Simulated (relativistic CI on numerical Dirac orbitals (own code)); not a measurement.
# Forbidden transitions in Bi⁶⁵⁺

Method of calculation: Dirac-Coulomb-Breit CI, KLI orbitals optimised for each configuration, QED by a radiative potential, unscaled Slater integrals (own radial code, finite nucleus).

Configurations in the expansion (outside the closed core [Ne]): 3s2 3p6, 3s2 3p5 3d, 3s 3p6 3d, 3s2 3p5 4s, 3s2 3p5 4p, 3s2 3p5 4d, 3s 3p6 4s, 3s2 3p5 4f, 3p6 3d 4p, 3s 3p6 4p, 3s 3p6 4d, 3s 3p6 4f, 3s2 3p5 5s, 3s2 3p5 5p, 3s2 3p5 5d, 3s2 3p5 5f, 3s2 3p5 5g, 3s 3p6 5s, 3s 3p6 5p, 3s 3p6 5d, 3s2 3p5 6s, 3p6 3d2, 3p5 3d3, 3p5 3d2 4s, 3p5 3d2 4p, 3p5 3d2 4d, 3p6 3d 4s, 3p5 3d 4s2, 3p5 3d 4s 4p, 3p5 3d 4s 4d, 3p6 4s2, 3p5 4s2 4p, 3p5 4s2 4d. Double excitations out of closed p, d and f shells are left out; levels of such configurations are missing from the list, as are those of other unlisted configurations, and high levels can miss mixing partners. These lack a partner that the ground configuration has and come out too high: 3s2 3p5 4f, 3s2 3p5 5s, 3s2 3p5 5p, 3s2 3p5 5d, 3s2 3p5 5f.

```csv
λ vac (nm),Lower,Upper,Type,A (s⁻¹),log gf
0.36771,3s2 3p5 3d 3F°_3 [4],3s2 3p5 4d 3F°_4 [149],E2,1.99e+10,-3.44
0.36829,3s2 3p5 3d 3D°_2 [5],3s2 3p5 4d 3F°_4 [149],E2,7.90e+09,-3.84
0.37279,3s2 3p5 3d 3F°_3 [4],3s2 3p5 4d 3D°_2 [144],E2,5.29e+10,-3.26
0.37330,3s2 3p5 3d 3F°_3 [4],3s2 3p5 4d 3F°_3 [142],E2,4.56e+10,-3.18
0.37389,3s2 3p5 3d 3D°_2 [5],3s2 3p5 4d 3F°_3 [142],E2,3.67e+10,-3.27
0.37474,3s2 3p5 3d 3D°_2 [5],3s2 3p5 4d 3P°_0 [139],E2,9.79e+10,-3.69
0.38190,3s2 3p5 3d 3F°_4 [6],3s2 3p5 4d 3F°_4 [149],E2,7.32e+10,-2.84
0.38424,3s2 3p5 3d 3D°_3 [8],3s2 3p5 4d 3F°_4 [149],E2,2.64e+10,-3.28
0.38968,3s2 3p5 3d 1D°_2 [7],3s2 3p5 4d 3P°_0 [139],E2,3.42e+10,-4.11
0.43149,3s2 3p5 3d 3P°_0 [2],3s2 3p5 4s 3P°_2 [99],E2,6.19e+09,-4.06
0.43361,3s2 3p5 3d 3P°_1 [3],3s2 3p5 4s 3P°_2 [99],E2,1.74e+10,-3.61
0.43412,3s2 3p5 3d 3F°_3 [4],3s2 3p5 4s 3P°_2 [99],E2,1.68e+10,-3.63
0.43492,3s2 3p5 3d 3D°_2 [5],3s2 3p5 4s 3P°_2 [99],E2,2.08e+10,-3.53
0.45403,3s2 3p5 3d 3F°_4 [6],3s2 3p5 4s 3P°_2 [99],E2,5.00e+10,-3.11
0.45516,3s2 3p5 3d 1D°_2 [7],3s2 3p5 4s 3P°_2 [99],E2,7.58e+09,-3.93
0.45734,3s2 3p5 3d 3D°_3 [8],3s2 3p5 4s 3P°_2 [99],E2,2.15e+10,-3.47
0.92889,3s 3p6 3d 1D_2 [17],3p6 3d2 1S_0 [30],E2,4.25e+09,-4.26
0.93577,3s 3p6 3d 3D_1 [14],3p6 3d2 3P_1 [23],E2,1.84e+09,-4.14
0.93788,3s 3p6 3d 3D_3 [16],3p6 3d2 1D_2 [25],E2,8.52e+08,-4.25
0.94024,3s 3p6 3d 3D_1 [14],3p6 3d2 3P_2 [21],E2,1.28e+09,-4.07
0.94356,3s 3p6 3d 3D_2 [15],3p6 3d2 1G_4 [22],E2,1.68e+09,-3.70
0.94582,3s 3p6 3d 3D_3 [16],3p6 3d2 3F_4 [24],E2,2.38e+09,-3.54
0.94619,3s 3p6 3d 3D_2 [15],3p6 3d2 3P_2 [21],E2,6.24e+08,-4.38
0.94956,3s 3p6 3d 3D_1 [14],3p6 3d2 3F_3 [20],E2,7.60e+08,-4.14
0.94977,3s 3p6 3d 1D_2 [17],3p6 3d2 1D_2 [25],E2,3.05e+09,-3.69
0.95564,3s 3p6 3d 3D_2 [15],3p6 3d2 3F_3 [20],E2,1.25e+09,-3.92
0.95790,3s 3p6 3d 1D_2 [17],3p6 3d2 3F_4 [24],E2,1.39e+09,-3.77
1.0406,3s 3p6 3d 3D_3 [16],3p6 3d2 3P_1 [23],E2,1.05e+09,-4.29
1.0430,3s 3p6 3d 3D_3 [16],3p6 3d2 1G_4 [22],E2,4.97e+08,-4.14
1.0462,3s 3p6 3d 3D_3 [16],3p6 3d2 3P_2 [21],E2,8.54e+08,-4.15
1.0536,3s 3p6 3d 3D_1 [14],3p6 3d2 3F_2 [18],E2,7.05e+08,-4.23
1.0577,3s 3p6 3d 1D_2 [17],3p6 3d2 1G_4 [22],E2,7.14e+08,-3.97
1.0577,3s 3p6 3d 3D_3 [16],3p6 3d2 3F_3 [20],E2,6.25e+08,-4.13
1.0611,3s 3p6 3d 3D_2 [15],3p6 3d2 3F_2 [18],E2,1.39e+09,-3.93
2.0156,3s2 3p5 3d 3F°_4 [6],3s2 3p5 3d 3F°_3 [13],M1,1.30e+09,-3.26
2.0179,3p5 3d3 3H°_6 [87],3p5 3d3 3G°_5 [143],M1,1.19e+09,-3.10
2.0294,3p5 3d3 3I°_7 [57],3p5 3d3 3I°_6 [127],M1,1.15e+09,-3.04
2.0410,3p5 3d3 5G°_6 [56],3p5 3d3 3G°_5 [119],M1,9.20e+08,-3.20
2.0576,3s2 3p5 3d 1D°_2 [7],3s2 3p5 3d 3P°_2 [12],M1,7.69e+08,-3.61
2.0703,3s2 3p5 3d 3F°_3 [4],3s2 3p5 3d 3F°_2 [10],M1,1.36e+09,-3.36
2.0805,3p5 3d3 3H°_6 [65],3p5 3d3 3I°_6 [127],M1,5.88e+08,-3.30
2.0825,3s2 3p5 3d 3D°_3 [8],3s2 3p5 3d 3F°_3 [13],M1,5.38e+08,-3.61
2.0885,3s2 3p5 3d 3D°_2 [5],3s2 3p5 3d 3F°_2 [10],M1,4.79e+08,-3.81
2.1029,3s2 3p5 3d 3D°_3 [8],3s2 3p5 3d 3P°_2 [12],M1,5.96e+08,-3.70
2.2338,3s2 3p5 3d 1P°_1 [9],3s2 3p5 3d 3P°_2 [12],M1,5.65e+08,-3.68
```

Terms are leading LS components. Brackets give the number of a level in order of energy, since labels repeat. The list gives strong lines, with weight on those to low levels, among the lowest 400 of 1357 levels, so that lines to higher ones, which can be the strongest, are missing. Levels whose partners in the same complex of configurations lie outside the list can be far off, and so can their lines. Rates are taken at the computed energies, electric ones in the length gauge.

At this charge energies of transitions that change n are usually good to better than 1 %, and those within a shell (Δn = 0) to a few per cent.

Q: From the table, what is the radiative lifetime of 3s2 3p5 4s 3P°_2?

A: The listed rates from this level add up to about 1.40e+11 s⁻¹, 99 % of its decay; with all channels τ = 7.05e-12 s.

LS names give the leading component of a level, which can be under half, so a name can repeat, a term be missing and a line seem to break the LS rules.
